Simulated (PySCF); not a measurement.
Compound: C5H8Si.
Numbering: `[CH3:1][C:2]1=[CH:3][SiH2:4][CH:5]=[CH:6]1` (hydrogens: H7, H8, H9 on C1; H10 on C3; H11, H12 on Si4; H13 on C5; H14 on C6)

Computed, not measured: PBE0-D3(BJ)/def2-SVP geometry optimisation, gas phase (PySCF).

Q: Give the optimised bond lengths and angles.

A: 
```tsv
bond	length (pm)
C1–C2	149.5
C2=C3	135.4
C3–Si4	186.7
Si4–C5	187.4
C5=C6	134.8
C2–C6	149.0
C1–H7, C1–H8, C1–H9	110.1
C3–H10	109.2
Si4–H11, Si4–H12	149.6
C5–H13	109.2
C6–H14	109.7
```

Bonds in one row agree within 1 pm and their mean is given. A selection of angles:
```tsv
angle	degrees
C2–C1–H7	110.8
H7–C1–H8	106.5
C1–C2–C3	125.8
C1–C2–C6	118.7
C3–C2–C6	115.6
C2–C3–Si4	107.7
C2–C3–H10	121.8
Si4–C3–H10	130.6
C3–Si4–C5	92.5
C3–Si4–H11	114.4
C5–Si4–H11	113.7
H11–Si4–H12	107.7
Si4–C5–C6	106.4
Si4–C5–H13	131.1
C6–C5–H13	122.5
C5–C6–H14	123.3
C2–C6–C5	117.8
C2–C6–H14	118.9
```

Torsions: C1–C2–C3–Si4 180° (antiperiplanar); C2–C3–Si4–C5 0° (synperiplanar); C3–Si4–C5–C6 0° (synperiplanar); Si4–C5–C6–C2 0° (synperiplanar); C1–C2–C6–C5 180° (antiperiplanar).

The C–C distances run from 1.348 Å (C5=C6, drawn double) to 1.495 Å (C1–C2, drawn single), a spread of 0.147 Å. The 6 heavy atoms lie in one plane (0.001 Å rms). The 5-membered ring C2–C3–Si4–C5–C6 has internal angles of 92.5° to 117.8°; it is planar, 0.00 Å rms from its mean plane, widest ring torsion 0°. Si4 (SiH2 silicon) has angles from 92.5° to 114.4°.

Point group: Cs (tolerance 0.08 Å). No frequency check.
